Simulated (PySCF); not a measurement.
Sn(F)3(SiH3) (F3H3SiSn), SMILES [F][Sn]([F])([F])[SiH3].

Coordinates come from a B3LYP-D3(BJ)/def2-SVP optimisation. The structure was generated by enumeration; whether it is a known compound was not checked. The def2 effective core potentials stand for the cores of Sn; spin–orbit coupling is left out.

All values below come from IEF-PCM-B3LYP/def2-SVP in PySCF.

The values are the electrostatic part of the solvation free energy, E(continuum) − E(gas) at the gas-phase geometry, in a cavity of scaled van der Waals radii (PySCF's table); cavitation and dispersion terms are not included. A continuum can't describe solvent molecules that bind to the metal. In vacuum the orbital gap is 6.93 eV. The dipole moment in vacuum is 5.55 D.

```tsv
solvent	ε	ΔG(elec) (kcal/mol)	dipole (D)	gap (eV)
water	78.36	-9.5	6.85	6.94
chlorobenzene	5.70	-7.3	6.56	6.95
diethylether	4.24	-6.5	6.46	6.95
```
